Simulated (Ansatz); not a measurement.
Consider the cleavage of the Si–Sb bond: `OC[SiH2][SbH2]` + `[AsH3]` → `OC[SiH2][AsH2]` + `[SbH3]`.

Gas-phase electronic energies from Ansatz, PBE0-D4/def2-TZVP geometries. CCSD(T)/CBS adds triple-zeta CCSD(T) − MP2 to the extrapolated MP2 energy (def2 sets, frozen cores). Functionals use def2-TZVPP. B3LYP here is the variant with VWN-RPA as its local correlation; programs differ in this. Elements past krypton have def2 core potentials. For As, Sb outer-core shells are correlated without core-valence functions, which leaves a few kJ/mol of doubt a bond. Scalar relativity is left out up to krypton. One conformer a species, not always the lowest.

| level | ΔE (eV) |
| --- | --- |
| PBE-D4 | 0.11 |
| B3LYP-D4 | 0.07 |
| B2PLYP | 0.05 |
| MP2/def2-TZVPP | 0.06 |
| SCS-MP2/def2-TZVPP | 0.03 |
| CCSD(T)/def2-TZVPP | 0.04 |
| HF/def2-QZVPP | -0.02 |
| MP2/def2-QZVPP | 0.09 |

Task: What does CCSD(T)/CBS give? (Estimate.)

Result: The calculation gave: +0.09 eV. The listed levels differ from it by 0.02, -0.02, -0.04, -0.03, -0.06, -0.05, -0.11, 0.00 eV.

Largest T1 diagnostic among the species: 0.014.

In def2-TZVPP, CCSD(T) changes the Hartree–Fock value by +0.07 eV (the triples alone add +0.02 eV) and MP2 by +0.09 eV.
